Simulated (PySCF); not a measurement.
C2H4N, SMILES CC#[NH+], charge +1. Heavy atoms are numbered as in [CH3:1][C:2]#[NH+:3]. Hydrogens are named by the atom that carries them.

The structure is a stationary point at B3LYP-D3(BJ)/def2-TZVP. The isomer is the one that the SMILES or the coordinates give; other isomers of the formula were not compared.

The numbers are results of CAM-B3LYP/def2-TZVPD (PySCF), not measurements.

Mulliken values depend strongly on the basis, most of all with diffuse functions as here. Atomic charges (e), one atom of each kind:

```
atom      Mulliken    IAO
--------  --------  -----
C1 (CH3)     -0.80  -0.47
C2            0.19   0.45
N3 (NH)       0.19  -0.13
H on C1       0.36   0.25
H on N3       0.35   0.40
```
